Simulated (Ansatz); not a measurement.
The same path of a periodic cell of 63 atoms, Si₆₂P (host Si, host structure diamond, dopant P, one Si atom removed), cell charge +1 was run twice with different band settings. Lost on the way: P20–Si21, P20–Si35, P20–Si55. Made: Si15–P20, Si16–P20, P20–Si38.

The calculation used Ansatz, DFT PBE, scalar-relativistic, plane waves, PAW. Settings: PAW set soft_1, cutoff 420 eV, k mesh 1x1x1, gaussian smearing 0.05 eV, no spin polarisation.

Relaxed end points:

```xyz
63
Lattice="10.8600 0.0000 0.0000 0.0000 10.8600 0.0000 0.0000 0.0000 10.8600" Properties=species:S:1:pos:R:3
Si 5.430 -0.001 0.008
Si 6.731 1.350 1.414
Si 8.109 2.722 0.012
Si 9.473 4.084 1.352
Si 8.111 0.008 2.762
Si 9.506 1.358 4.077
Si 0.002 -0.001 0.008
Si 1.354 1.397 1.359
Si 2.698 2.733 -0.028
Si 4.036 4.078 1.357
Si 5.433 5.431 0.006
Si 6.769 6.806 1.383
Si 8.151 8.141 0.020
Si 9.487 9.521 1.383
Si 2.736 0.135 2.742
Si 5.308 2.700 2.734
Si 6.731 4.020 4.085
Si 8.110 5.423 2.715
Si 9.510 6.782 4.080
P 5.403 0.030 5.409
Si 6.777 1.265 6.782
Si 8.112 2.674 5.427
Si 9.487 4.053 6.775
Si 8.160 -0.024 8.164
Si 9.510 1.357 9.515
Si -0.006 5.437 -0.002
Si 1.348 6.817 1.351
Si 2.710 8.184 0.014
Si 4.079 9.563 1.418
Si -0.034 2.733 2.703
Si 1.352 4.078 4.040
Si 2.698 5.462 2.702
Si 4.071 6.783 4.077
Si 5.421 8.181 2.763
Si 6.775 9.516 4.173
Si 0.003 -0.001 5.435
Si 1.411 1.349 6.734
Si 2.731 2.696 5.305
Si 4.080 4.018 6.733
Si 5.430 5.427 5.435
Si 6.801 6.766 6.805
Si 8.159 8.132 5.459
Si 9.524 9.489 6.806
Si 2.758 0.008 8.115
Si 4.072 1.358 9.512
Si 5.421 2.673 8.116
Si 6.768 4.054 9.490
Si 8.150 5.415 8.154
Si 9.505 6.784 9.511
Si 0.011 8.182 2.716
Si 1.413 9.563 4.085
Si 0.002 5.431 5.439
Si 1.378 6.806 6.775
Si 2.758 8.180 5.427
Si 4.168 9.515 6.781
Si 0.011 2.720 8.114
Si 1.348 4.084 9.478
Si 2.711 5.422 8.113
Si 4.074 6.783 9.514
Si 5.456 8.131 8.164
Si 6.802 9.490 9.529
Si 0.015 8.141 8.156
Si 1.377 9.522 9.491
```

```xyz
63
Lattice="10.8600 0.0000 0.0000 0.0000 10.8600 0.0000 0.0000 0.0000 10.8600" Properties=species:S:1:pos:R:3
Si 5.428 0.002 -0.007
Si 6.742 1.352 1.390
Si 8.122 2.698 0.014
Si 9.483 4.080 1.350
Si 8.086 0.010 2.774
Si 9.497 1.361 4.069
Si -0.009 0.005 -0.009
Si 1.341 1.385 1.341
Si 2.698 2.732 -0.024
Si 4.045 4.089 1.341
Si 5.425 5.439 -0.009
Si 6.789 6.799 1.394
Si 8.154 8.136 0.030
Si 9.491 9.501 1.394
Si 2.724 0.098 2.724
Si 5.332 2.706 2.724
Si 6.742 4.040 4.078
Si 8.122 5.416 2.732
Si 9.499 6.791 4.069
P 4.095 1.335 4.095
Si 6.763 1.224 6.763
Si 8.086 2.656 5.420
Si 9.491 4.036 6.789
Si 8.147 -0.036 8.147
Si 9.499 1.361 9.499
Si -0.005 5.435 -0.005
Si 1.350 6.807 1.350
Si 2.732 8.168 0.014
Si 4.078 9.548 1.390
Si -0.024 2.732 2.698
Si 1.341 4.089 4.045
Si 2.698 5.454 2.698
Si 4.069 6.793 4.069
Si 5.420 8.204 2.774
Si 6.763 9.527 4.206
Si -0.007 0.002 5.428
Si 1.390 1.352 6.742
Si 2.724 2.706 5.332
Si 4.078 4.040 6.742
Si 5.428 5.437 5.428
Si 6.803 6.756 6.803
Si 8.147 8.143 5.466
Si 9.534 9.487 6.803
Si 2.774 0.010 8.086
Si 4.069 1.361 9.497
Si 5.420 2.656 8.086
Si 6.789 4.036 9.491
Si 8.154 5.400 8.154
Si 9.507 6.783 9.507
Si 0.014 8.168 2.732
Si 1.390 9.548 4.078
Si -0.009 5.439 5.425
Si 1.394 6.799 6.789
Si 2.774 8.204 5.420
Si 4.206 9.527 6.763
Si 0.014 2.698 8.122
Si 1.350 4.080 9.483
Si 2.732 5.416 8.122
Si 4.069 6.791 9.499
Si 5.466 8.143 8.147
Si 6.803 9.487 9.534
Si 0.030 8.136 8.154
Si 1.394 9.501 9.491
```

Common settings: spring 5.0 eV/Å²; force threshold 0.05 eV/Å; end points relaxed.

| run | movable images | climbing image | optimiser | start path | iteration limit |
| --- | --- | --- | --- | --- | --- |
| 1 | 7 | yes | lbfgs | IDPP | 69 |
| 2 | 2 | no | quadratic models (default) | default | 50 |

Task: What does each run give, and how far can it be trusted?

Result: Run 1: converged after 22 iterations, highest image 1.290 eV above the first end. By the program's own check the climbing image is a first-order saddle point (lowest curvatures found: -2.84 and 0.39 eV/Å²).
Run 2: converged after 3 iterations, highest image 0.830 eV above the first end. No image climbed, so the highest image needn't sit at the top of the path. A band with more images between the same ends climbed to 1.29 eV, so this one has probably stepped over the top.
Limits of this set-up: coarse k mesh, no spin, though dangling bonds at a vacancy may carry it, charged cell in a uniform background, uncorrected.
